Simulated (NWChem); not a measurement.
System: CH$_{3}$AlClF; SMILES [Al]([Cl])([F])[CH3]

Here is an NWChem input.

```
start job
memory heap 200 mb stack 900 mb global 1100 mb
geometry units angstroms noautosym nocenter noautoz
  Al    -0.085335    -0.372636    -0.032684
  F     -1.623995    -0.837912    -0.456363
  Cl     0.140971     1.655864     0.440623
  C      1.356117    -1.654480     0.002867
  H      2.309069    -1.202979     0.315639
  H      1.495829    -2.101771    -0.994869
  H      1.119519    -2.479960     0.693861
end
basis spherical
  * library def2-svpd
end
dft
  xc b3lyp
  iterations 150
end
property
  response 1 0.0
end
task dft property
```

All runs use the structure optimised with PBE0/def2-SVP. B3LYP is NWChem's, with the RPA form of VWN correlation.

Static field.

Problem. Give the results of this calculation. (B3LYP/def2-SVPD.) Quantities: isotropic polarisability (bohr³); anisotropy (bohr³).

Solution. 
```
Item                              Result
--------------------------------  ------
isotropic polarisability (bohr³)    50.3
anisotropy (bohr³)                  15.8
```
